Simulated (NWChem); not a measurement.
Species: C$_{2}$H$_{6}$FNSi; SMILES FC/N=C\[SiH3]

```xyz
11

F      1.2207     0.9555     0.0000
C      0.0604     1.7133     0.0000
N     -1.1350     0.9751     0.0000
C     -1.1608    -0.2958     0.0000
Si     0.2693    -1.5746     0.0000
H      0.0801     2.3565    -0.8970
H      0.0801     2.3565     0.8970
H     -2.1760    -0.7324     0.0000
H      1.1073    -1.4787     1.2291
H     -0.4076    -2.9094     0.0000
H      1.1073    -1.4787    -1.2291
```
Atoms are numbered in this order, from 1.

Results from NWChem. Pople sets run with spherical d functions. Medium grid unless said otherwise, to which SCAN and Minnesota functionals are sensitive. The geometry was optimised at PBE0/def2-SVP. Hybrids' shares of exact exchange are those that their runs print; pure functionals count as 0. The functionals differ in more than this share.

```csv
row,share of exact exchange,highest occupied level (eV)
PBE/6-31G*,0.00,-5.80
M06-L/6-31G*,0.00,-6.14
TPSSh/6-31G*,0.10,-6.52
B3LYP/6-31G*,0.20,-7.00
B97-2/6-31G*,0.21,-7.03
Hartree-Fock/6-31G*,1.00,withheld
```

Task: Fit a straight line of the last column on the one before it, predict the withheld value, and compare with the run.

Result: 
1. Means of the 5 shown rows: x = 0.102, y = -6.498. Slope Σ(x − x̄)(y − ȳ)/Σ(x − x̄)² = -0.2143/0.04208 = -5.093; intercept -5.979.
2. The shown rows scatter about the line by 0.109 (root mean square); the largest residual is +0.18, at PBE/6-31G*.
3. At x = 1.00 (Hartree-Fock/6-31G*; beyond the shown range) the line gives -11.07.
4. The run gives -10.87, +0.20 from the line, 1.8 times the scatter.
